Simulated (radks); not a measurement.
Valence configurations of Sc I (all share [Ar]). Calculated with a radial shooting solver on a logarithmic mesh with Libxc functionals: non-relativistic Kohn-Sham, BLYP, spin-polarised, spherical densities, point nucleus; open shells are filled with parallel spins first. Energies are relative to 3d1 4s2; eigenvalues in eV for spin up.

valence          E (eV)  moment (Bohr magnetons)   e(3d)   e(4p)   e(4s)
3d1 4s2           0.000                        1  -3.495       -  -4.093
3d2 4s1           0.872                        3  -1.577       -  -3.691
3d1 4s1.5 4p0.5   1.183                        2  -4.102  -1.770  -4.616
3d1.5 4s1 4p0.5   1.263                        3  -2.888  -1.635  -4.332
3d0.5 4s2 4p0.5   1.448                        1  -5.642  -1.932  -4.955
3d1 4s1 4p1       2.185                        3  -4.603  -2.113  -5.064
3d3               3.259                        3  -0.920       -       -
4s2 4p1           3.748                        1       -  -2.489  -5.810
3d0.5 4s1 4p1.5   3.803                        3  -6.633  -2.611  -5.835
3d1 4p2           5.185                        3  -5.588  -2.576       -

NIST lists [Ar] 3d1 4s2 as the ground configuration; this level of theory agrees among the configurations tried. The energies are those of spherical high-spin densities, not of single terms.
